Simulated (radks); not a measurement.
Values are calculated unless marked as measured or tabulated.
How relativity changes the ionisation of the magnesium ion Mg+ ([Ne] 3s1) to Mg2+ ([Ne]). Spin-unpolarised spherical Kohn-Sham, PBEsol, point nucleus unless stated (finite: rms radius 3.057 fm), a radial shooting solver on a logarithmic mesh with Libxc functionals. A level marked "c x" has the speed of light scaled by that factor.

| level | E(Mg+) (hartree) | E(Mg2+) (hartree) | IE (eV) | HOMO | <r> HOMO (bohr) |
|---|---|---|---|---|---|
| non-rel. | -199.22672 | -198.68311 | 14.792 | 3s | 2.808 |
| scalar-rel. | -199.54930 | -199.00482 | 14.816 | 3s | 2.803 |
| scalar-rel., finite nucleus | -199.54921 | -199.00472 | 14.816 | 3s | 2.803 |
| Dirac | -199.54943 | -199.00494 | 14.816 | 3s1/2 | 2.803 |
| Dirac, finite nucleus | -199.54933 | -199.00485 | 14.816 | 3s1/2 | 2.803 |
| Dirac, c x 0.85 | -199.67403 | -199.12921 | 14.825 | 3s1/2 | 2.801 |
| Dirac, c x 1.25 | -199.43297 | -198.88880 | 14.808 | 3s1/2 | 2.805 |
| Dirac, c x 3 | -199.26245 | -198.71875 | 14.795 | 3s1/2 | 2.807 |

NIST Atomic Spectra Database: 15.035 eV (measured). The relativistic part of the total energy of Mg+ is -0.3226 hartree (Dirac, finite nucleus), 0.16 % of the non-relativistic value. Spin polarisation and multiplet splitting of open shells are left out at every level.

Beside tabulated values, note that spin-unpolarised runs miss the spin-polarisation part of the exchange energy of open shells.
